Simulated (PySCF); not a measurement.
Bonds (- single, = double, # triple, : aromatic): O1-B2 1.350 Å, B2-O3 1.350 Å, B2-F4 1.345 Å. O1 carries H5; O3 carries H6.

Computed data (PySCF 2.14.0 with density-fitted response routines): σ from GIAO-KT3/pcSseg-2, geometry from PBE0-D3(BJ)/def2-SVP. Fast rotation and ring inversion assumed for equivalent nuclei, isolated molecule, single conformer, non-relativistic.

δ = σ(ref) − σ, references computed at the same level: ¹H (σ = 31.35 ppm) against TMS; ¹⁷O (σ = 323.80 ppm) vs H2O; ¹¹B (σ = 98.64 ppm) vs BF3·OEt2; CFCl3 for ¹⁹F (σ = 146.91 ppm).

| atoms | nucleus | count | δ (ppm) |
| --- | --- | --- | --- |
| F4 | ¹⁹F | 1 | ? |
| B2 | ¹¹B | 1 | 14.7 |
| O1/O3 | ¹⁷O | 2 | ? |
| H5/H6 | ¹H | 2 | 2.61 |

**Question.** Fill in the missing shifts.

**Answer.** 
- O1/O3: 73.5 ppm, oxygen bonded to B, H
- F4: -153.1 ppm, fluorine bonded to B

OH and NH positions are those of a molecule without intermolecular hydrogen bonds; in solution they move with solvent, concentration and temperature, and exchange usually removes their couplings. Unscaled 19F shifts against computed CFCl3 carry errors that often reach 10 to 50 ppm. Experimental scales use liquid or dissolved standards, which lie at an offset from isolated H2O (liquid H2O: subtract about 36 ppm).
